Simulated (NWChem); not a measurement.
System meant: MoSOCl$_{2}$; SMILES [S]=[Mo](=[O])([Cl])[Cl]

Here is an NWChem input.

```
start job
memory heap 200 mb stack 900 mb global 1100 mb
geometry units angstroms noautoz
  Mo     0.032613     0.209163     0.000000
  O      0.122045     1.861555     0.000000
  S      2.002709    -0.513864     0.000000
  Cl    -1.001913    -0.478530    -1.878136
  Cl    -1.001913    -0.478530     1.878136
end
basis spherical
  Mo library def2-svp
  O library def2-svp
  S library def2-svp
  Cl library def2-svp
end
ecp
  Mo library def2-ecp
end
dft
  xc xpbe96 cpbe96
  iterations 4
  mulliken
end
task dft energy
```

End of the output:

```
    Atom       Charge   Shell Charges
 -----------   ------   -------------------------------------------------------
    1 Mo  14    15.33   0.00  0.98  0.93  0.37  0.15  5.63  1.05  0.49  3.97  1.66  0.11
    2 O    8     8.34   1.98  1.00  0.66  2.89  1.79  0.03
    3 S   16    14.52   2.00  1.96  0.96  0.67  5.77  1.38  1.72  0.06
    4 Cl  17    16.90   2.00  1.96  1.04  0.72  5.82  2.33  3.01  0.02
    5 Cl  17    16.90   2.00  1.96  1.04  0.72  5.82  2.33  3.01  0.02

 center of mass
 --------------
 x =  -0.01316558 y =   0.01910174 z =   0.00000000

 moments of inertia (a.u.)
 ------------------
        1180.789736676528          -0.000000000000           0.000000000000
          -0.000000000000        1591.583529474776           0.000000000000
           0.000000000000           0.000000000000        1010.425263705607

     Multipole analysis of the density
     ---------------------------------

     L   x y z        total         alpha         beta         nuclear
     -   - - -        -----         -----         ----         -------
     0   0 0 0     -0.000000    -36.000000    -36.000000     72.000000

     1   1 0 0      4.765470      3.405701      3.405701     -2.045931
     1   0 1 0     -2.752268      4.334382      4.334382    -11.421032
     1   0 0 1      0.000000      0.000000      0.000000      0.000000

     2   2 0 0    -32.188551   -191.944818   -191.944818    351.701085
     2   1 1 0     -6.211762     -1.787613     -1.787613     -2.636535
     2   1 0 1     -0.000000     -0.000000     -0.000000      0.000000
     2   0 2 0    -51.493351    -97.521952    -97.521952    143.550552
     2   0 1 1      0.000000      0.000000      0.000000      0.000000
     2   0 0 2    -50.486524   -239.384677   -239.384677    428.282829

 ------------------------------------------------------------------------
 dft energy failed                                                                                  0
 ------------------------------------------------------------------------
 ------------------------------------------------------------------------
  current input line :
    24: task dft energy
 ------------------------------------------------------------------------
 ------------------------------------------------------------------------
 This type of error is most commonly associated with calculations not reaching convergence criteria
 ------------------------------------------------------------------------
 For more information see the NWChem manual at https://nwchemgit.github.io

0:dft energy failed:Received an Error in Communication
```

### Question
What is wrong, and how is it mended?

### Answer
Convergence was not reached. Cause: the SCF was allowed too few iterations. This input runs:
```
start job
memory heap 200 mb stack 900 mb global 1100 mb
geometry units angstroms noautoz
  Mo     0.032613     0.209163     0.000000
  O      0.122045     1.861555     0.000000
  S      2.002709    -0.513864     0.000000
  Cl    -1.001913    -0.478530    -1.878136
  Cl    -1.001913    -0.478530     1.878136
end
basis spherical
  * library def2-svp
end
ecp
  Mo library def2-ecp
end
dft
  xc xpbe96 cpbe96
  iterations 150
  mulliken
end
task dft energy
```
It converges to -1461.17238 Ha (PBE/def2-SVP with def2 effective core potentials on Mo).
